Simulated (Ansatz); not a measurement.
A nudged elastic band was laid between two geometries of CH₉GePSi (13 atoms, charge 0, multiplicity 1).

Computed with RKS PBE-D4/def2-SVP in Ansatz.

| Quantity | Value |
| --- | --- |
| movable images | 5 |
| climbing image | yes |
| spring | 5.0 eV/Å² |
| optimiser | quadratic models (default) |
| start path | through a guess of the saddle point |
| force threshold | 0.03 eV/Å |
| iteration limit | 60 |
| end points | relaxed |

Initial state:

```xyz
13
Properties=species:S:1:pos:R:3
Si -1.318 1.569 -0.837
C -0.533 0.353 0.382
Ge 0.927 -0.734 -0.394
P 1.915 -2.223 1.131
H -1.901 0.827 -2.011
H -2.419 2.364 -0.184
H -0.280 2.530 -1.353
H -0.120 0.909 1.250
H -1.307 -0.341 0.772
H 2.047 0.203 -0.928
H 0.379 -1.573 -1.582
H 0.638 -2.698 1.603
H 1.992 -1.222 2.166
```

Final state:

```xyz
13
Properties=species:S:1:pos:R:3
Si -0.790 1.657 -0.178
C -1.085 -0.210 -0.228
Ge 0.528 -1.309 -0.564
P 2.187 -1.115 1.084
H -0.173 2.120 -1.472
H -2.083 2.402 0.026
H 0.143 2.021 0.946
H -1.529 -0.545 0.733
H -1.819 -0.444 -1.028
H 1.163 -0.899 -1.922
H 0.126 -2.810 -0.640
H 1.232 -1.227 2.160
H 2.120 0.325 1.097
```

(1) What changes between the two ends?

(2) Give the energies along the band, and the barrier.

(3) What is the geometry of the highest image?

The band took 8 iterations and roughly 4 core-minutes.

## Answers

(1) No bond is made or broken. The dihedral H8–C2–Ge3–P4 goes from 57 to -61°.

(2) The forces met the threshold. The highest image is number 3 of 0 to 6, 3.4 kJ/mol above the first end and 3.9 kJ/mol above the last; the last end lies 0.5 kJ/mol below the first. A vibrational analysis at the climbing image gives no mode beyond 40i cm⁻¹: the surface is too flat there to confirm a saddle point.

| image | path coordinate (Å) | energy (kJ/mol) | dihedral H8–C2–Ge3–P4 (°) |
| --- | --- | --- | --- |
| 0 | 0.00 | 0.0 | 57 |
| 1 | 1.02 | 0.8 | 39 |
| 2 | 2.05 | 2.5 | 19 |
| 3 | 3.07 | 3.4 | -2 |
| 4 | 4.12 | 2.1 | -23 |
| 5 | 5.17 | 0.1 | -43 |
| 6 | 6.23 | -0.5 | -61 |

(3) 
```xyz
13
Properties=species:S:1:pos:R:3
Si -1.032 1.710 -0.595
C -0.895 -0.014 0.169
Ge 0.656 -1.048 -0.516
P 2.190 -1.661 1.151
H -1.208 1.604 -2.087
H -2.204 2.472 -0.031
H 0.221 2.497 -0.319
H -0.797 0.073 1.271
H -1.820 -0.593 -0.035
H 1.437 -0.207 -1.566
H 0.167 -2.349 -1.211
H 1.152 -2.164 2.019
H 2.152 -0.355 1.763
```

Time of the run: 2.2 min on 2 threads of Arm Neoverse V1, on a shared host, peak memory 0.18 GiB.
